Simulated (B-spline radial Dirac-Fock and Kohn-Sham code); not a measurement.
ΔSCF core binding energies without Breit or QED terms, calculated with an atomic code on a B-spline grid.

A sound run for praseodymium as Pr²⁺, 1s2 2s2 2p6 3s2 3p6 3d10 4s2 4p6 4d10 4f3 5s2 5p6: The ground state converged in 11 iterations, with total energy -9237.62366 Ha, virial ratio 1.92983 and highest orbital energy -21.27 eV. ΔSCF binding energies: K (1s) 42169.9 eV, L3 (2p3/2) 5993.2 eV, M5 (3d5/2) 947.9 eV.

A second run, with one unsound setting: The ground state converged in 11 iterations, with total energy -9236.44899 Ha, virial ratio 1.92982 and highest orbital energy -21.56 eV. ΔSCF binding energies: K (1s) 42169.1 eV, L3 (2p3/2) 5994.1 eV, M5 (3d5/2) 948.8 eV.

```
iter   energy (Ha)        error
   1    -9223.03117757  1.94e+00
   2    -9230.08786316  6.26e-01
   3    -9236.05681972  1.50e-01
   4    -9236.42102923  5.06e-02
   5    -9236.44362720  1.47e-02
   6    -9236.44764690  9.41e-03
   7    -9236.44892384  2.04e-03
   8    -9236.44898141  6.51e-04
   9    -9236.44898898  6.10e-05
  11    -9236.44898905  2.13e-07
```

Question: Which fault fits the second run best?
A. damping too heavy
B. unbound anion
C. functional not served
D. spline order too low

Answer: D. The input had order = 3: order is too low for an accurate radial basis.
